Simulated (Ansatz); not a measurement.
```yaml
crystal:
  periodic: [false, false, false]
  atoms:
    - {symbol: C, position_ang: [-0.124160, 1.174793, -0.859060]}
    - {symbol: C, position_ang: [0.569989, 0.059789, -0.667526]}
    - {symbol: Si, position_ang: [0.433626, -1.088161, 0.720883]}
    - {symbol: O, position_ang: [-0.828703, -0.821910, 1.695038]}
    - {symbol: H, position_ang: [0.008685, 1.884815, -1.687867]}
    - {symbol: H, position_ang: [-0.871194, 1.435364, -0.131184]}
    - {symbol: H, position_ang: [1.376522, -0.139551, -1.477484]}
    - {symbol: H, position_ang: [0.234206, -2.526963, 0.235197]}
    - {symbol: H, position_ang: [-0.836523, 0.124258, 2.127310]}
basis:
  gaussian: {orbitals: aug-cc-pVTZ, nuclear_model: gaussian}
total_charge: 1
hamiltonian: {xc: {name: HF}}
correlation: {method: mp2, frozen_orbitals: {C: 0}}
output: {forces: true}
```

```sh
$ ansatz run in.yaml --threads 4 --pin off --events-out ev --progress --plain --max-ram 10444MiB
```

It prints (some lines left out):

```
Functional definition: HF
Error: "frozen_orbitals" has no count for Si
```

In this input frozen orbitals are typed for one element alone, and the program wants a count for each. The input was rejected before any iteration.
